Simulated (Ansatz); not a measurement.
Pulling on the Cd1–I3 bond in CdFI (SMILES [F][Cd][I]) (multiplicity 1 held, fragments rigid). Energies count from the point at 2.584 Å.
Geometry at that point (charge 0, multiplicity 1):
```xyz
3

Cd     0.000     0.000    -1.085
F      0.000     0.000    -3.039
I      0.000     0.000     1.499
```

R- and RO- levels are restricted; in cc, def2 and unpolarised 6-31G sets they are followed outwards from rest. Unrestricted levels (U-) break spin symmetry where that is lower. Active spaces are followed from a long bond inwards. Curves can end on different states.

Correlated levels freeze the cores. Filled d and f shells under p-block atoms count as core.

The values were computed with Ansatz (a program for electronic structure) with Gaussian orbitals. Each number belongs to the level named beside it. In def2 rows elements past Kr take small-core potentials, without spin–orbit coupling.

Energies in kJ/mol.

```json
[
 {"R (Å)": "2.067", "U-r2SCAN/def2-TZVPP": "246", "R-MP2/def2-TZVPP": "246", "R-SCS-MP2/def2-TZVPP": "259", "R-CCSD(T)/def2-TZVPP": "265", "FIC-MRCISD+Q on CASSCF(6,4)/def2-TZVPP": "268"},
 {"R (Å)": "2.326", "U-r2SCAN/def2-TZVPP": "36", "R-MP2/def2-TZVPP": "35", "R-SCS-MP2/def2-TZVPP": "41", "R-CCSD(T)/def2-TZVPP": "44", "FIC-MRCISD+Q on CASSCF(6,4)/def2-TZVPP": "45"},
 {"R (Å)": "2.584", "U-r2SCAN/def2-TZVPP": "0", "R-MP2/def2-TZVPP": "0", "R-SCS-MP2/def2-TZVPP": "0", "R-CCSD(T)/def2-TZVPP": "0", "FIC-MRCISD+Q on CASSCF(6,4)/def2-TZVPP": "0"},
 {"R (Å)": "2.843", "U-r2SCAN/def2-TZVPP": "30", "R-MP2/def2-TZVPP": "32", "R-SCS-MP2/def2-TZVPP": "29", "R-CCSD(T)/def2-TZVPP": "26", "FIC-MRCISD+Q on CASSCF(6,4)/def2-TZVPP": "25"},
 {"R (Å)": "3.101", "U-r2SCAN/def2-TZVPP": "82", "R-MP2/def2-TZVPP": "88", "R-SCS-MP2/def2-TZVPP": "82", "R-CCSD(T)/def2-TZVPP": "76", "FIC-MRCISD+Q on CASSCF(6,4)/def2-TZVPP": "75"},
 {"R (Å)": "3.489", "U-r2SCAN/def2-TZVPP": "162", "R-MP2/def2-TZVPP": "178", "R-SCS-MP2/def2-TZVPP": "168", "R-CCSD(T)/def2-TZVPP": "156", "FIC-MRCISD+Q on CASSCF(6,4)/def2-TZVPP": "154"},
 {"R (Å)": "3.876", "U-r2SCAN/def2-TZVPP": "228", "R-MP2/def2-TZVPP": "256", "R-SCS-MP2/def2-TZVPP": "244", "R-CCSD(T)/def2-TZVPP": "219", "FIC-MRCISD+Q on CASSCF(6,4)/def2-TZVPP": "216"},
 {"R (Å)": "4.522", "U-r2SCAN/def2-TZVPP": "278", "R-MP2/def2-TZVPP": "347", "R-SCS-MP2/def2-TZVPP": "332", "R-CCSD(T)/def2-TZVPP": "268", "FIC-MRCISD+Q on CASSCF(6,4)/def2-TZVPP": "270"},
 {"R (Å)": "5.168", "U-r2SCAN/def2-TZVPP": "295", "R-MP2/def2-TZVPP": "396", "R-SCS-MP2/def2-TZVPP": "378", "R-CCSD(T)/def2-TZVPP": "249", "FIC-MRCISD+Q on CASSCF(6,4)/def2-TZVPP": "284"},
 {"R (Å)": "5.944", "U-r2SCAN/def2-TZVPP": "301", "R-MP2/def2-TZVPP": "415", "R-SCS-MP2/def2-TZVPP": "391", "R-CCSD(T)/def2-TZVPP": "202", "FIC-MRCISD+Q on CASSCF(6,4)/def2-TZVPP": "287"},
 {"R (Å)": "6.977", "U-r2SCAN/def2-TZVPP": "303", "R-MP2/def2-TZVPP": "398", "R-SCS-MP2/def2-TZVPP": "365", "R-CCSD(T)/def2-TZVPP": "173", "FIC-MRCISD+Q on CASSCF(6,4)/def2-TZVPP": "285"},
 {"R (Å)": "8.269", "U-r2SCAN/def2-TZVPP": "304", "R-MP2/def2-TZVPP": "351", "R-SCS-MP2/def2-TZVPP": "304", "R-CCSD(T)/def2-TZVPP": "168", "FIC-MRCISD+Q on CASSCF(6,4)/def2-TZVPP": "286"}
]
```

Doubts at one or more of the structures used: a spin-contaminated determinant (U-r2SCAN/def2-TZVPP); a restricted determinant that unrestricted orbitals would lower (R-MP2/def2-TZVPP, R-SCS-MP2/def2-TZVPP, R-CCSD(T)/def2-TZVPP); other coupled-cluster roots lie near (R-CCSD(T)/def2-TZVPP); T1 above 0.05 (R-CCSD(T)/def2-TZVPP); active orbitals that take no part (FIC-MRCISD+Q on CASSCF(6,4)/def2-TZVPP).
